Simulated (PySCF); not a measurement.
Several structures and their simulated spectra, in scrambled order.

A. `CC#C[P@@]1(=O)C=CC(C)=C1`
B. SMILES COC(=O)c1ncn([SiH3])n1
C. `InChI=1S/C5H6O2/c1-2-3-5(7)4-6/h2,4H,1,3H2`

Spectrum 1. ¹³C{¹H} NMR (computed): δ 202.9 (C), 197.6 (CH), 139.1 (CH), 125.7 (CH2), 46.7 (CH2).

Spectrum 2. ¹³C{¹H} NMR (computed): δ 167.1 (C), 164.4 (C), 154.5 (CH), 54.0 (CH3).

Spectrum 3. ¹³C{¹H} NMR (computed): δ 157.6 (C), 148.4 (CH), 140.7 (CH), 131.2 (CH), 101.0 (C), 80.0 (C), 22.2 (CH3), 5.2 (CH3).

Non-relativistic, rapidly exchanging positions averaged, one computed conformer, no solvent. Shielding tensors at PBE0/pcSseg-1 (GIAO); GFN2-xTB geometry; PySCF 2.14.0 with density-fitted response routines.

Shifts are taken against calculated references (same method and geometry level): ¹³C vs TMS. Splittings of carbon signals by F and P are missing where no couplings were computed. Shifts are as computed. Against solution values, carbons near 30 ppm lie about +3 ppm off and those near 130 ppm about +5 ppm. Of 1211 compounds with measured shifts, 218 miss one by over three times the rms of a fit or turn the order of signals round; such compounds aren't used in these exercises.

**Question.** Match each spectrum to its structure.

**Answer.** 1–C, 2–B, 3–A.

- Spectrum 1 (C): 5 ¹³C signals; δC 202.9 is a ketone carbonyl carbon; δC 197.6 is an aldehyde carbonyl carbon.
- Spectrum 2 (B): 4 ¹³C signals; δC 167.1 is an ester carbonyl carbon; δC 54.0 is a methyl carbon bonded to O.
- Spectrum 3 (A): 8 ¹³C signals; δC 157.6 is a fully substituted alkene carbon; δC 148.4 is an alkene CH.
